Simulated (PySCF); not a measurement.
C₄H₅FO, SMILES O=CC1(F)CC1.

Coordinates come from a B3LYP-D3(BJ)/def2-SVP optimisation. One conformer was computed; it need not be the lowest.

Two levels are set side by side: PBE/def2-TZVP (PySCF) and PBE0/def2-TZVP (PySCF). Same geometry, gas phase. Differences are taken from unrounded values.

| quantity | PBE0 |
|---|---|
| orbital gap (eV) | 6.61 |
| highest occupied level (eV) | -7.78 |
| lowest empty level (eV) | -1.17 |
| dipole moment (D) | 1.68 |
| mean polarisability (bohr³) | 48.4 |

Q: What does PBE give, and how far is it from PBE0? (The exact figures need the calculation; the answer reports its results.)

A: 
```tsv
quantity	PBE	PBE minus PBE0
orbital gap (eV)	3.88	-2.72
highest occupied level (eV)	-6.17	1.61
lowest empty level (eV)	-2.28	-1.11
dipole moment (D)	1.70	0.02
mean polarisability (bohr³)	50.4	2.0
```

Without exact exchange PBE keeps part of each electron's self-repulsion, which lifts occupied levels and narrows the gap. PBE's more diffuse valence density responds more strongly to a field. Differences between two approximate levels are no errors against the true value.

Rough cost on one machine, each run with all the roots and properties that it gave: PBE0 against PBE within a factor of 2.
